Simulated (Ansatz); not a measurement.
H$_{5}$N$_{2}$NbOS (`[NH2][Nb]([NH2])([OH])=[S]`). Total charge 0; spin multiplicity 1. Nb: def2 effective core potential.

```xyz
10

N     1.028   -1.146   -0.897
Nb   -0.341   -0.193    0.143
N     0.427    1.364    1.063
O    -1.647    0.445   -1.075
S    -1.105   -1.539    1.632
H     1.352   -2.083   -0.710
H     1.533   -0.746   -1.676
H     0.501    1.470    2.064
H     0.839    2.158    0.593
H    -2.587    0.268   -1.137
```

(1) What are the harmonic wavenumbers in cm⁻¹ at PBE0-D4/def2-TZVP (Ansatz, finite differences of forces, unscaled)? (Best estimate.)

(2) Is this a minimum?

(3) Give the ideal-gas thermochemistry at 298.15 K and 1 bar (rigid rotor, harmonic oscillator; point group Cs, symmetry number 1).

(4) And at 400, 500, 600, 800 and 1000 K?

Results:

(1) The calculation gave: 116, 154, 162, 195, 202, 222, 284, 328, 424, 454, 502, 530, 554, 619, 688, 693, 717, 1531, 1535, 3568, 3570, 3672, 3672, 3924.

(2) Yes, all 24 modes are real.

(3) Zero-point energy 169.4 kJ/mol; H(298) − E = 195.3 kJ/mol; entropy 381.9 J/(mol·K), of which translation 173.2, rotation 116.1, vibration 92.7; G(298) − E = 81.4 kJ/mol.

(4) 
| T (K) | H − E (kJ/mol) | S (J/mol/K) | G − E (kJ/mol) |
| --- | --- | --- | --- |
| 400 | 210.0 | 424.2 | 40.3 |
| 500 | 225.7 | 459.1 | -3.9 |
| 600 | 242.2 | 489.2 | -51.4 |
| 800 | 277.0 | 539.2 | -154.4 |
| 1000 | 313.6 | 580.0 | -266.4 |
